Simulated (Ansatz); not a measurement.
`FC([SiH3])[TeH]`, relaxed with RKS PBE0-D4/def2-TZVP in the Gaussian-basis code of Ansatz from a PBE-D4/def2-SVP geometry. The force threshold is 0.005 eV/Å; the program also tests the step.

Charge 0, multiplicity 1. Te: def2 effective core potential.

Start:

```xyz
9

F     1.561   -0.446    0.976
C     0.614   -0.296   -0.025
Si   -0.559    1.167    0.367
Te   -0.603   -2.120   -0.289
H     1.128   -0.163   -1.002
H    -1.332    1.520   -0.872
H     0.252    2.347    0.826
H    -1.502    0.755    1.464
H     0.441   -2.764   -1.445
```

```json
{"step": "1", "energy (eV)": "-19000.5282", "largest force (eV/Å)": "0.536", "largest move (Å)": "0.000"}
{"step": "2", "energy (eV)": "-19000.5633", "largest force (eV/Å)": "0.283", "largest move (Å)": "0.063"}
{"step": "3", "energy (eV)": "-19000.5725", "largest force (eV/Å)": "0.136", "largest move (Å)": "0.033"}
{"step": "4", "energy (eV)": "-19000.5732", "largest force (eV/Å)": "0.036", "largest move (Å)": "0.011"}
{"step": "5", "energy (eV)": "-19000.5735", "largest force (eV/Å)": "0.018", "largest move (Å)": "0.029"}
{"step": "6", "energy (eV)": "-19000.5736", "largest force (eV/Å)": "0.012", "largest move (Å)": "0.010"}
{"step": "7", "energy (eV)": "-19000.5736", "largest force (eV/Å)": "0.002", "largest move (Å)": "0.004"}
```

End:

```xyz
9

F     1.574   -0.443    0.926
C     0.597   -0.293   -0.044
Si   -0.557    1.155    0.368
Te   -0.584   -2.078   -0.266
H     1.093   -0.149   -1.007
H    -1.288    1.528   -0.868
H     0.247    2.303    0.860
H    -1.518    0.729    1.418
H     0.435   -2.752   -1.388
```

Run time 27 s (4 threads of a server CPU on a shared host); peak host memory 0.47 GiB.
